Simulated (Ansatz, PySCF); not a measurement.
tetrafluoroborate (BF4), SMILES F[B-](F)(F)F, charge -1.

Coordinates come from a B3LYP-D3(BJ)/def2-SVPD optimisation.

Estimates of the vertical detachment energy (IE) of the anion in eV. Rows of orbital energies are one-electron estimates, which approximate functionals can put far too low.

```tsv
level	IE
−ε(HOMO), −ε(LUMO), B3LYP/def2-TZVPD (PySCF)	4.51
−ε(HOMO), −ε(LUMO), PBE/def2-TZVPD (PySCF)	2.70
ΔSCF, PBE0/def2-SVPD (Ansatz), final states of multiplicity 2	(withheld)
ΔSCF, PBE/def2-SVPD (Ansatz), final states of multiplicity 2	6.57
```

Question: What belongs in the gaps? (The exact figures need the calculation; the answer reports its results.)

Answer: 
- ΔSCF, PBE0/def2-SVPD (Ansatz, a quantum-chemistry and plane-wave program), final states of multiplicity 2, IE: 7.51

Question: What vertical singlet–triplet gap does ΔSCF give with PBE0/def2-SVPD (Ansatz) and with PBE/def2-SVPD (Ansatz)? (Estimate from the structure and the level; the computed values follow.)

Answer: 8.99 and 7.91 eV (triplet above singlet where positive).
